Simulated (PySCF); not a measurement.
# Charge on either side of a bond

C7H12P2.
Numbering: `[CH:1]#[C:2][CH2:3]/[P:4]=[P:5]/[C@H:6]([CH3:7])[CH2:8][CH3:9]` (hydrogens: H10 on C1; H11, H12 on C3; H13 on C6; H14, H15, H16 on C7; H17, H18 on C8; H19, H20, H21 on C9)

Geometry (GFN2-xTB, Å), atoms numbered from 1 in this order:
```
atom  x, y, z in Å
C1     4.4470    1.5229   -0.1455
C2     3.8050    0.5452    0.1106
C3     2.9932   -0.6130    0.3896
P4     1.3263   -0.4576   -0.4773
P5     0.1359   -0.8438    1.1220
C6    -1.5605   -0.7683    0.3141
C7    -1.7056   -1.8410   -0.7620
C8    -1.8801    0.6218   -0.2365
C9    -1.8606    1.6906    0.8471
H10    5.0317    2.3683   -0.3537
H11    3.4901   -1.5053   -0.0062
H12    2.8570   -0.7302    1.4679
H13   -2.2716   -0.9902    1.1213
H14   -1.4461   -2.8230   -0.3685
H15   -1.0520   -1.6225   -1.6053
H16   -2.7332   -1.8766   -1.1217
H17   -2.8705    0.5927   -0.7001
H18   -1.1552    0.8749   -1.0157
H19   -2.1080    2.6641    0.4307
H20   -0.8711    1.7529    1.3013
H21   -2.5806    1.4550    1.6283
```

Atomic charges (e) from the PBE0/pcSseg-1 density (PySCF):

| atom | Mulliken | IAO | Hirshfeld | ESP-fitted |
| --- | --- | --- | --- | --- |
| C1 | -0.3418 | -0.2502 | -0.1243 | -0.3999 |
| C2 | +0.1657 | -0.0246 | -0.0527 | -0.1413 |
| C3 | -0.4097 | -0.4393 | -0.1035 | +0.3380 |
| P4 | +0.1462 | +0.1351 | +0.0816 | -0.1059 |
| P5 | +0.1093 | +0.1106 | +0.0640 | -0.2709 |
| C6 | -0.5472 | -0.2618 | -0.0624 | +0.3254 |
| C7 | -0.1990 | -0.4136 | -0.1239 | -0.4950 |
| C8 | -0.2323 | -0.2445 | -0.0702 | +0.2913 |
| C9 | -0.2532 | -0.4184 | -0.1219 | -0.4551 |
| H10 | +0.0431 | +0.2010 | +0.0908 | +0.3001 |
| H11 | +0.1909 | +0.1822 | +0.0575 | +0.0179 |
| H12 | +0.1939 | +0.1743 | +0.0478 | +0.0040 |
| H13 | +0.1558 | +0.1396 | +0.0351 | -0.0020 |
| H14 | +0.1231 | +0.1421 | +0.0353 | +0.1634 |
| H15 | +0.1307 | +0.1419 | +0.0304 | +0.0948 |
| H16 | +0.1172 | +0.1409 | +0.0420 | +0.0999 |
| H17 | +0.1209 | +0.1327 | +0.0390 | -0.0504 |
| H18 | +0.1359 | +0.1330 | +0.0270 | -0.0542 |
| H19 | +0.1201 | +0.1448 | +0.0435 | +0.1082 |
| H20 | +0.1210 | +0.1377 | +0.0259 | +0.1521 |
| H21 | +0.1094 | +0.1365 | +0.0383 | +0.0797 |

Problem. Cut each of the bonds C1–C2, C2–C3, C3–P4, P4–P5, P5–C6, C7–C6, C8–C6 and C9–C8 in turn and sum the charges on the side of the atom named first.

Solution. In e; the other side holds the opposite charge:

| bond cut | piece | atoms | Mulliken | IAO | Hirshfeld | ESP-fitted |
| --- | --- | --- | --- | --- | --- | --- |
| C1–C2 | CH | 2 | -0.299 | -0.049 | -0.033 | -0.100 |
| C2–C3 | C2H | 3 | -0.133 | -0.074 | -0.086 | -0.241 |
| C3–P4 | C3H3 | 6 | -0.158 | -0.157 | -0.084 | +0.119 |
| P4–P5 | C3H3P | 7 | -0.012 | -0.021 | -0.003 | +0.013 |
| P5–C6 | C3H3P2 | 8 | +0.098 | +0.089 | +0.061 | -0.258 |
| C7–C6 | CH3 | 4 | +0.172 | +0.011 | -0.016 | -0.137 |
| C8–C6 | C2H5 | 7 | +0.122 | +0.022 | -0.018 | +0.072 |
| C9–C8 | CH3 | 4 | +0.097 | +0.001 | -0.014 | -0.115 |

Extremes among these pieces. Mulliken: lowest CH at C1, highest CH3 at C7; IAO: lowest C3H3 at C3, highest C3H3P2 at P5; Hirshfeld: lowest C2H at C2, highest C3H3P2 at P5; ESP-fitted: lowest C3H3P2 at P5, highest C3H3 at C3.

Problem. Do the schemes agree better on the pieces than on the single atoms at the cuts?

Solution. The spread between schemes averages 0.220 e for the pieces and 0.404 e for the atoms named first; it is smaller for the piece at 8 of the 8 cuts. On average they agree better on the pieces. The sign differs between schemes (beyond ±0.03 e) for C3H3 at C3, C3H3P2 at P5, CH3 at C7 and CH3 at C9.

One conformer (not necessarily the lowest) at the GFN2-xTB geometry, without solvent, vibrations or thermal averaging.
